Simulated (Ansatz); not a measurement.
C₂₈H₂₆F₄O₃S (relaxed from a model of trityl norbornyl tetrafluoroethanesulfonate, whose bonding it doesn't keep). Total charge 0; singlet. Geometry PBE-D4/def2-SVP, basis def2-SVP, Ansatz.

Cartesian coordinates in Å:
```
O 0.927 -0.256 0.649
S -0.521 -0.431 0.432
O -1.171 -1.737 0.600
O -1.006 0.296 -0.967
C -1.439 0.835 1.519
F -2.666 1.032 1.004
F -0.745 1.994 1.451
C -1.557 0.355 3.002
F -2.528 -0.606 3.016
F -2.052 1.439 3.689
C -0.282 -0.177 3.635
C 0.873 0.864 3.772
C 1.282 0.730 5.254
C 1.912 -0.666 5.475
C 0.679 -1.625 5.411
C -0.492 -0.665 5.100
C -0.095 0.573 5.932
H 0.019 -1.040 3.007
H 1.695 0.660 3.060
H 0.506 1.890 3.571
H 1.911 1.569 5.611
H 2.677 -0.898 4.706
H 2.416 -0.722 6.461
H 0.784 -2.420 4.645
H 0.510 -2.129 6.384
H -1.493 -1.097 5.282
H -0.764 1.442 5.778
H -0.030 0.353 7.017
C 0.238 -4.254 -2.400
C 1.282 -3.436 -1.944
C 1.132 -2.042 -1.929
C -0.064 -1.449 -2.379
C -0.301 0.058 -2.247
C 0.962 0.926 -2.307
C 1.981 0.643 -3.238
C 3.089 1.493 -3.363
C 3.194 2.640 -2.562
C 2.179 2.929 -1.638
C 1.070 2.082 -1.514
C -1.282 0.597 -3.301
C -1.015 0.371 -4.666
C -1.867 0.882 -5.652
C -3.000 1.630 -5.290
C -3.271 1.855 -3.933
C -2.419 1.343 -2.942
C -1.113 -2.279 -2.822
C -0.962 -3.671 -2.835
H 0.357 -5.348 -2.409
H 2.222 -3.884 -1.589
H 1.944 -1.411 -1.542
H 1.918 -0.256 -3.867
H 3.878 1.253 -4.092
H 4.066 3.306 -2.657
H 2.250 3.825 -1.002
H 0.285 2.316 -0.784
H -0.137 -0.222 -4.962
H -1.646 0.693 -6.714
H -3.670 2.032 -6.064
H -4.159 2.434 -3.635
H -2.642 1.512 -1.880
H -2.058 -1.827 -3.154
H -1.791 -4.306 -3.183
```

```
run  HOMO (eV)  LUMO (eV)
  A      -6.90      -0.84
  B      -6.13      -1.61
  C      -5.91      -1.69
  D      -5.85      -1.60
```

Single mean-field runs in def2-SVP are fitted with def2-universal-jkfit.

The runs used PBE, PBE0, r2SCAN, revPBE. Estimate which is which.

A PBE0 (25 % exact exchange); B r2SCAN (0 % exact exchange); C PBE (0 % exact exchange); D revPBE (0 % exact exchange). Exact exchange lowers occupied and raises empty levels; among semilocal functionals meta-GGAs tend to open the gap a little, and such runs are hard to tell apart. The gap grows from 4.22 eV (PBE) to 6.07 eV (PBE0).
